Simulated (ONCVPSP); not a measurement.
Transferability test, ONCV potential for zinc

Zn, optimised norm-conserving Vanderbilt (ONCV), made with ONCVPSP 4.0.1 (PBEsol, scalar-relativistic). Core [Ar], reference 3d10 4s2. Waves: 4s: rc 2.00 bohr, ncon 4, nbas 8, qcut 3.7 1/bohr, 3 projectors, debl 0.6 Ha; p scattering state at 0.23 Ha: rc 1.90 bohr, ncon 4, nbas 8, qcut 3.4 1/bohr, 2 projectors, debl 2.4 Ha; 3d: rc 0.75 bohr, ncon 4, nbas 9, qcut 18.3 1/bohr, 2 projectors, debl 2.1 Ha. Local part: polynomial inside 0.55 bohr (lpopt 5, dvloc0 0 Ha). Core correction: Teter function fitted to the true core (icmod 2), fcfact 0.6.

Energies are relative to the spin-unpolarised reference configuration 3d10 4s2; without spin polarisation the order of configurations can differ from experiment.

Problem. Give the all-electron excitation energy and the error of the potential for: 3d10 4s1; 3d10 4s0; 3d9 4s0; 3d9 4s2 4p1.

Solution.

| valence configuration | charge | ΔE all-electron (eV) | error AE − PS (meV) |
| --- | --- | --- | --- |
| 3d10 4s1 | +1 | 9.900 | -8.3 |
| 3d10 4s0 | +2 | 28.249 | -34 |
| 3d9 4s0 | +3 | 68.758 | -13 |
| 3d9 4s2 4p1 | 0 | 12.283 | -192 |

Levels in the configuration 3d10 4s1:

| level | all-electron (eV) | pseudo (eV) |
| --- | --- | --- |
| 3d | -19.793 | -19.736 |
| 4s | -13.986 | -14.002 |

Note: ghosts flagged at negative energy: s at -196.1 eV, p at -58.5 eV; GHOST(+) flagged for s at 137.9 eV. A true bound ghost makes a file unfit for plane-wave use.
